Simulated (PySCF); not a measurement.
All values below come from PySCF with PBE0-D3(BJ)/def2-TZVP. Gas-phase values, no solvent. Excitations are Tamm–Dancoff values on a coarser integration grid. The basis has no diffuse functions, so Rydberg states are missing or too high.

Reference species (SMILES): `FC1=C[SiH2]C=C1` (neutral, multiplicity 1).

```
Item                      Value
----------------------  -------
S1 oscillator strength    0.076
T1 excitation (TDA)     2.80 eV
HOMO–LUMO gap           5.37 eV
dipole moment            1.08 D
```

Changed species: `F[SiH]1C=CC=C1`.

Task: Give the shifts of the S1 oscillator strength, T1 excitation (TDA), HOMO–LUMO gap and dipole moment.

Result: the S1 oscillator strength stays essentially unchanged; the T1 excitation (TDA) falls by 0.28 eV, to 2.52 eV; the HOMO–LUMO gap falls by 0.27 eV, to 5.10 eV; the dipole moment goes up by 0.93 D, to 2.01 D.
